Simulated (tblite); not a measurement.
C5H10F3O2P.
Cartesian coordinates in Å at the GFN2-xTB level; atoms count from 1:
```xyz
21
C5H10F3O2P angstrom
C      2.5814    0.8636   -0.4210
O      1.4592    0.2575    0.1788
C      1.3767   -1.1369   -0.0025
C     -0.0529   -1.4366    0.4024
P     -0.9788   -0.0253   -0.3539
C     -2.7368   -0.4651   -0.0788
O     -0.6659    0.3109   -1.7396
C     -0.8434    1.4667    0.8140
F     -2.0507    2.0492    0.9382
F     -0.0258    2.4052    0.3536
F     -0.4554    1.1558    2.0552
H      2.5020    1.9291   -0.2188
H      3.5083    0.4705    0.0100
H      2.5807    0.6955   -1.5026
H      1.5321   -1.3907   -1.0603
H      2.1251   -1.6618    0.6071
H     -0.1719   -1.4323    1.4847
H     -0.4285   -2.3732   -0.0089
H     -2.9387   -1.3677   -0.6523
H     -3.3620    0.3375   -0.4663
H     -2.9637   -0.6349    0.9700
```

All values are computed: GFN2-xTB (tblite) harmonic vibrations without scaling, gas phase. Errors from tens to a few hundred cm⁻¹ against measured bands are possible. One conformer, not necessarily the lowest.

Harmonic wavenumbers (cm⁻¹): 46.0, 61.0, 102.3, 116.7, 139.5, 162.1, 173.4, 193.1, 222.2, 230.0, 250.7, 258.5, 307.6, 317.9, 378.3, 419.8, 474.3, 482.3, 535.8, 661.5, 692.2, 747.3, 765.7, 843.3, 856.5, 945.1, 974.8, 1036.3, 1047.7, 1089.3, 1114.9, 1117.3, 1127.6, 1136.7, 1176.9, 1197.7, 1232.1, 1290.4, 1321.0, 1326.5, 1401.9, 1408.2, 1418.8, 1435.5, 1461.3, 1471.8, 1478.7, 2876.9, 2901.6, 2929.5, 2946.8, 2984.1, 2998.5, 3014.3, 3014.5, 3033.7, 3043.1.

A = 1246, B = 926.1, C = 723.2 MHz; mass 190.037 u (most abundant isotopes); point group C1, symmetry number 1.

**Question.** What is the zero-point energy?

**Answer.** Half the sum of the wavenumbers: 33196 cm⁻¹ = 397.11 kJ/mol.

**Question.** Give the ideal-gas entropy at 350 K and 1 bar in the rigid-rotor, harmonic-oscillator model (classical rotation).

**Answer.** Translation 177.63, rotation 128.91, vibration 206.34: S = 512.9 J/(mol K).

**Question.** And Cp and H(350 K) − H(0)?

**Answer.** Cp = 229.89 J/(mol K), of which vibrations give 196.63 (their classical limit is 57 R = 473.9); H(350 K) − H(0) = 49.09 kJ/mol without the zero-point energy, 37.45 from vibrations.

**Question.** What must be added to the electronic energy to get the Gibbs energy at 350 K and 1 bar?

**Answer.** ZPE + [H(350 K) − H(0)] − T·S = 397.11 + 49.09 − 179.51 = 266.69 kJ/mol.

**Question.** How do the functions run with temperature in this model?

**Answer.** 
```json
{"T (K)": "150", "S (J/(mol K))": "363.2", "Cp (J/(mol K))": "134.5", "H − H(0) (kJ/mol)": "12.43", "G − H(0) (kJ/mol)": "-42.05", "ln q(vib)": "4.24"}
{"T (K)": "250", "S (J/(mol K))": "443.7", "Cp (J/(mol K))": "183.7", "H − H(0) (kJ/mol)": "28.39", "G − H(0) (kJ/mol)": "-82.53", "ln q(vib)": "8.18"}
{"T (K)": "298.15", "S (J/(mol K))": "477.9", "Cp (J/(mol K))": "206.3", "H − H(0) (kJ/mol)": "37.78", "G − H(0) (kJ/mol)": "-104.72", "ln q(vib)": "10.02"}
{"T (K)": "400", "S (J/(mol K))": "545.0", "Cp (J/(mol K))": "251.2", "H − H(0) (kJ/mol)": "61.13", "G − H(0) (kJ/mol)": "-156.87", "ln q(vib)": "13.76"}
{"T (K)": "600", "S (J/(mol K))": "660.6", "Cp (J/(mol K))": "319.1", "H − H(0) (kJ/mol)": "118.62", "G − H(0) (kJ/mol)": "-277.75", "ln q(vib)": "20.65"}
{"T (K)": "900", "S (J/(mol K))": "803.1", "Cp (J/(mol K))": "382.2", "H − H(0) (kJ/mol)": "224.67", "G − H(0) (kJ/mol)": "-498.11", "ln q(vib)": "29.92"}
```

q(vib) and H(0) count from the zero-point level.

**Question.** Blend soft modes into free rotors: weight 1/[1 + (100 cm⁻¹/ν̃)⁴] for the oscillator and the rest for a rotor with moment μB/(μ + B), μ = h/(8π²ν), B = 10⁻⁴⁴ kg m². What vibrational entropy results?

**Answer.** 192.78 J/(mol K) in place of 206.34, which changes −T·S at 350 K by +4.74 kJ/mol.

**Question.** Which modes carry the vibrational entropy at 350 K?

**Answer.** 46.0 cm⁻¹: 22.17; 61.0 cm⁻¹: 19.84; 102.3 cm⁻¹: 15.58; 116.7 cm⁻¹: 14.50; 139.5 cm⁻¹: 13.05; 162.1 cm⁻¹: 11.84 J/(mol K); the other 51 give 109.35 together.

Hindered rotation and anharmonicity are outside this model. Other conformers, if any are populated, would add a mixing term that is left out. The structure is chiral; the term R ln 2 for an equal mix with its mirror image is left out.
